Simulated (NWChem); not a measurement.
Species: C₂H₇OS cation; SMILES CS(C)=[OH+]

```xyz
11

C     -0.7744    -0.2825    -1.3949
S      0.0513     0.4547     0.0000
C     -0.7744    -0.2825     1.3949
O      1.4379    -0.3809     0.0000
H     -0.2376     0.0460    -2.2958
H     -1.8029     0.1095    -1.4131
H     -0.7603    -1.3772    -1.2969
H     -0.7603    -1.3772     1.2969
H     -0.2376     0.0460     2.2958
H     -1.8029     0.1095     1.4131
H      2.1959     0.2310     0.0000
```
Atoms are numbered in this order, from 1.

Level: PBE0/def2-SVP (NWChem), optimised geometry, unscaled harmonic frequencies. 

Question: List the harmonic frequencies with IR intensities, and the thermochemistry.

Answer: 
| frequency (cm⁻¹) | IR intensity (km/mol) |
|---|---|
| 175 | 4.3 |
| 217 | 0.1 |
| 232 | 81.5 |
| 278 | 0.5 |
| 337 | 6.9 |
| 363 | 29.3 |
| 693 | 0.5 |
| 743 | 3.3 |
| 866 | 76.6 |
| 917 | 5.9 |
| 959 | 3.8 |
| 987 | 4.6 |
| 1048 | 22.8 |
| 1190 | 96.1 |
| 1318 | 3.1 |
| 1341 | 10.9 |
| 1402 | 19.5 |
| 1414 | 1.2 |
| 1419 | 20.3 |
| 1434 | 48.4 |
| 3068 | 17.8 |
| 3070 | 5.8 |
| 3199 | 3.5 |
| 3202 | 33.3 |
| 3215 | 12.5 |
| 3216 | 21.9 |
| 3769 | 312.9 |

- zero-point energy = 57.3 kcal/mol
- thermal correction to the enthalpy at 298.15 K (with zero-point energy) = 61.7 kcal/mol
- heat capacity Cv = 20.9 cal/(mol K)
- entropy at 298.15 K and 1 atm (symmetry number 1) = 75.4 cal/(mol K)

Rigid rotor and harmonic oscillator.
